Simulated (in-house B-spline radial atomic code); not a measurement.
**RPA and G0W0 on PBEsol: Cl VIII (Cl7+)**

Configuration [He] 2s2 2p6, mean-field start PBEsol. Computed with an all-electron radial atomic-structure program (B-spline basis): all electrons, scalar-relativistic (spin-free one-electron X2C), finite nucleus, each spin shell either full or empty, empty states to l = 9 with an (l + 1/2)⁻⁴ tail; G0W0 by contour deformation at full frequency.

Command:
```bash
python run_gw.py task.json out
```
Settings (radii: box in bohr, nucleus in fm):
```
Z                        17
electrons                10
configuration            [He] 2s2 2p6
hamiltonian              x2c
method                   pbesol
lmax                     9
rms_radius               3.3654
spin_polarised           False
box_radius               8.41
intervals                67
```

Run time, properties included: 1.3 s on 1 thread of Arm Neoverse N1 (shared host).

Energies (hartree):

```tsv
term	value
mean-field total	-445.70285
Hartree-Fock functional on these orbitals	-446.14915
direct second order	-0.673
second-order exchange	0.23783
SOSEX correction	0.22531
```

(1) What is the RPA correlation energy, and what remains with SOSEX?

Quasi-particle levels (eV):

```tsv
level	occupied	mean field	Σx - vxc	Σc	QP weight	G0W0
2p	yes	-322.91	-28.02	?	?	?
2s	yes	-382.85	-37.45	4.87	0.974	-415.44
1s	yes	-2884.31	-118.75	30.42	0.884	-2972.64
3s	no	-121.36	7.96	-0.71	0.998	-114.12
```

G0W0 = mean field + (Σx - vxc) + Σc, with Σc (partial-wave tail included) taken at the quasi-particle energy.

(2) Where does G0W0 put 2p?

Answers

(1) RPA gives -0.62286 hartree (-1.69 eV per electron); RPA + SOSEX gives -0.39755, and the second-order doubles -0.43517 hartree (no singles). SOSEX takes back 36 % of the RPA value.

(2) At -348.76 eV, with Σc = 2.17 eV and a quasi-particle weight of 0.981. The tabulated removal energy is 348.306 ± 0.007 eV (NIST, measured); the calculation leaves out spin-orbit coupling, Breit and QED terms, and what these don't explain is the method's own error.
